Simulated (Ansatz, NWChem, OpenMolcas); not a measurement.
# How methods differ on LiI (Lithium Iodide)

LiI has 2 atoms, charge 0, and is taken as a singlet. As SMILES, `[Li][I]`. The bond length is the measured one.

```jsonl
{"atom": "Li", "x (Å)": "0.0000", "y (Å)": "0.0000", "z (Å)": "0.0000"}
{"atom": "I", "x (Å)": "0.0000", "y (Å)": "0.0000", "z (Å)": "2.3919"}
```

Each level gives the energy change with the Li1–I2 bond stretched from 2.392 to 4.306 Å (eV). The values are calculated.

```csv
level,kind,program,value (eV)
PBE/def2-TZVPPD (core potential) (restricted),GGA,Ansatz,2.09
revPBE/def2-TZVPPD (core potential) (restricted),GGA,Ansatz,2.03
M06-L/def2-TZVPPD (core potential) (restricted),meta-GGA,OpenMolcas,1.92
TPSS/def2-TZVPPD (core potential) (restricted),meta-GGA,OpenMolcas,2.12
PBE0/def2-TZVPPD (core potential) (restricted),global hybrid,OpenMolcas,2.22
wB97X/def2-TZVPPD (core potential) (restricted),range-separated hybrid,NWChem,2.13
PBE-QIDH/def2-TZVPPD (core potential) (restricted),double hybrid,Ansatz,2.28
RPA@PBE0/def2-TZVPPD (core potential) (restricted),RPA,Ansatz,2.17
MP3/def2-TZVPPD (core potential) (restricted),perturbation theory,NWChem,2.22
CCSD/def2-TZVPPD (core potential) (restricted),coupled cluster or CI,NWChem,2.22
```

The first shape isn't each level's own minimum. The values span 1.92 to 2.28 eV. In the correlated wave-function rows the outer d shell of I is correlated, in sets not made for it.
